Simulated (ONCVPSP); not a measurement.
## rubidium, ONCV: configuration errors across variants

rubidium (Rb), optimised norm-conserving Vanderbilt (ONCV), made with ONCVPSP 4.0.1 (LDA (Perdew-Wang 92), scalar-relativistic). Core [Ar] 3d10, reference 4s2 4p6 5s1. Waves: 4s+5s: rc 1.95 bohr, ncon 4, nbas 8, qcut 6.8 1/bohr, 2 projectors; 4p: rc 2.10 bohr, ncon 3, nbas 8, qcut 5.4 1/bohr, 1 projector; d scattering state at 0.44 Ha: rc 2.20 bohr, ncon 4, nbas 8, qcut 4.8 1/bohr, 2 projectors, debl 3.3 Ha. Local part: polynomial inside 1.70 bohr (lpopt 5, dvloc0 2 Ha). Core correction: Teter function fitted to the true core (icmod 2), fcfact 0.4.

All-electron excitation energies from the reference (eV): (1) 4s2 4p6 5s0 4.274; (2) 4s2 4p6 5s0.5 1.658; (3) 4s2 4p6 5s0 5p1 1.618; (4) 4s2 4p5 5s1 21.240.

3 further variants failed, have other tests or another functional or relativity, and are left out.

Errors AE − PS in meV (a dash: test not solved or not reliable):

```csv
change,(1),(2),(3),(4),bound ghosts,GHOST(+) flags above zero
base,+0.6,0.0,+15,+3.9,none,none
"local potential polynomial inside 1.70 bohr (lpopt 5, dvloc0 4.5 Ha)",+0.5,0.0,+3.8,-8.6,none,none
d: nbas 9,+0.6,0.0,+15,+3.9,none,none
```

**Question.** Give the same row for: p: rc 1.62; local potential polynomial inside 1.62 bohr (lpopt 5, dvloc0 2 Ha).

**Answer.** -0.1, 0.0, -0.4, -3.4; bound ghosts: none; GHOST(+) flags above zero: none.
